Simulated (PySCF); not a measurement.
## Identify the compound

Molecular formula: C4H11FO2Si. Simulated spectra:

$^{1}$H NMR (500 MHz, computed): δ 4.50 (m, 1H), 4.37 (m, 1H), 3.88 (s, 3H), 1.29 (d, 3H), 1.24 (d, 3H).

$^{13}$C{$^{1}$H} NMR (computed): δ 68.2 (CH), 51.4 (CH3), 27.6 (CH3), 27.3 (CH3).

PySCF 2.14.0 with density-fitted response routines calculation with GFN2-xTB geometry and shielding tensors at PBE0/pcSseg-1 (GIAO); one computed conformer, equivalent nuclei averaged, no solvent, non-relativistic Hamiltonian.

Chemical shifts δ = σref − σ; TMS for $^{1}$H (σref 31.72), $^{13}$C (σref 186.93), all at this level.

Choose the structure that fits.
A. CO[C@@H](F)[C@@H](C)O[SiH3]
B. CO[Si@@H](F)OC(C)C
C. CO[C@@H](F)[C@H](C)O[SiH3]
D. CO[Si](C)(CF)OC

Results:

B. 

1. Rings plus π bonds: 0.
2. 4 carbon signals for 4 carbons: no two carbons are equivalent.
3. Carbon types of the structure: 1 × CH, 3 × CH3, leaving 1 H on heteroatoms.
4. δC 68.2: sp3 CH bonded to O; the inductive effect lowers its shielding.
5. δC 51.4: methyl carbon bonded to O; pulled downfield by the heteroatom.
6. δC 27.6, 27.3: methyl carbon; a saturated carbon with 1 carbon neighbour and no heteroatom attached.
7. δH 4.37: hydrogen on an sp3 CH bonded to O; its carbon carries O, an electronegative neighbour.
8. δH 3.88: hydrogen on a methyl carbon bonded to O; its carbon carries O, an electronegative neighbour.

The others: CO[Si](C)(CF)OC would give 3 carbon signals, not 4; CO[C@@H](F)[C@H](C)O[SiH3] has carbons computed at 119.6, 73.8, 57.2, 21.0, with a different DEPT pattern; CO[C@@H](F)[C@@H](C)O[SiH3] has carbons computed at 117.0, 73.3, 56.4, 20.7, with a different DEPT pattern.

Splittings by $^{19}$F in the carbon and heteronuclear signals aren't shown, as no couplings were computed. Shifts are as computed. Against solution values, carbons near 30 ppm lie about +3 ppm off and those near 130 ppm about +5 ppm. Of 1211 compounds with measured shifts, 218 miss one by over three times the rms of a fit or turn the order of signals round; such compounds aren't used in these exercises. Multiplicities follow the n + 1 count of equivalent neighbours, as no J values were calculated; m marks all less simple cases, F and P coupling included.
